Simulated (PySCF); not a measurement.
## Electron correlation in Ag (silver, neutral)

[Kr] 4d10 5s1, 2S determinant. All numbers are calculated (PySCF 2.14, scalar relativity through the core potential, in aug-cc-pwCVDZ-PP with ECP28MDF). Frozen: 4s2 4p6; 11 electrons correlated.

```
  level  correlation energy (mhartree)
   CCSD                        -356.84
    (T)                         -11.59
CCSD(T)                        -368.43
```

Diagnostics: T1 = 0.018, D1 = 0.0797, largest double amplitude 0.020.

**Question.** Is a single reference adequate?

**Answer.** Yes, within this model without spin-orbit coupling: T1 lies below 0.03 and no double amplitude reaches 0.07.
